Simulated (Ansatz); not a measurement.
Relaxation of Cl2H6InNOSi (12 atoms, charge 0, multiplicity 1), to a largest force component of 0.03 eV/Å in at most 50 steps.

These are results of RKS B3LYP/def2-SVP (Ansatz 0.2.0), not measurements.

```xyz
12
Properties=species:S:1:pos:R:3
In 0.251 -0.685 -0.346
Cl -0.582 0.671 2.922
Cl 2.100 0.613 -0.965
O -1.452 -0.406 -1.350
H -2.180 -0.935 -0.992
N 0.482 -2.137 1.169
H -0.324 -2.760 1.233
Si 2.009 -2.808 1.721
H 2.301 -4.148 1.120
H 3.080 -1.851 1.334
H 1.999 -2.986 3.207
H -0.161 -0.576 2.661
```

Problem. Where does it end, and by what steps?

Solution. It converged. The force dipped under the threshold on the way, but the program's further checks kept it going. After 27 steps the energy has fallen by 1.936 eV; Cl2 moved furthest, 1.52 Å. Parted: Cl2–H12 (1.34 → 3.35 Å). Joined: In1–Cl2 (3.63 → 2.38 Å), N6–H12 (2.25 → 1.02 Å).

| step | energy less start (eV) | largest force component (eV/Å) | accepted |
| --- | --- | --- | --- |
| 0 | 0.0000 | 0.917 | yes |
| 1 | -0.1013 | 0.239 | yes |
| 2 | -0.1569 | 0.646 | yes |
| 3 | -0.1942 | 0.811 | yes |
| 4 | -0.2499 | 1.045 | yes |
| 5 | -0.4968 | 2.012 | yes |
| 6 | -0.9854 | 1.718 | yes |
| 7 | -1.4109 | 2.109 | yes |
| 8 | -1.6264 | 0.994 | yes |
| 9 | -1.7393 | 0.855 | yes |
| 10 | -1.7995 | 0.348 | yes |
| 11 | -1.8221 | 0.246 | yes |
| 12 | -1.8486 | 0.089 | yes |
| 13 | -1.8818 | 0.133 | yes |
| 14 | -1.8890 | 0.111 | yes |
| 15 | -1.8102 | 2.012 | no |
| 16 | -1.8940 | 0.081 | yes |
| 17 | -1.9015 | 0.526 | yes |
| 18 | -1.9128 | 0.247 | yes |
| 19 | -1.9130 | 0.717 | yes |
| 20 | -1.9070 | 0.871 | no |
| 21 | -1.9284 | 0.107 | yes |
| 22 | -1.9324 | 0.076 | yes |
| 23 | -1.9331 | 0.072 | yes |
| 24 | -1.8839 | 1.562 | no |
| 25 | -1.9355 | 0.018 | yes |
| 26 | -1.9304 | 0.571 | no |
| 27 | -1.9359 | 0.024 | yes |

```xyz
12
Properties=species:S:1:pos:R:3
In 0.010 -0.139 0.219
Cl -0.601 1.599 1.722
Cl 2.100 0.076 -0.895
O -1.432 -1.306 -0.576
H -1.989 -0.862 -1.229
N 0.399 -1.896 1.688
H -0.358 -2.511 1.365
Si 2.020 -2.702 1.695
H 2.253 -3.218 0.327
H 3.007 -1.678 2.110
H 1.994 -3.823 2.676
H 0.121 -1.547 2.611
```

Whether the end is a true minimum wasn't checked by a vibrational analysis.

The run took 110 s on 4 threads of Arm Neoverse V1 (shared host), peak memory 0.42 GiB.
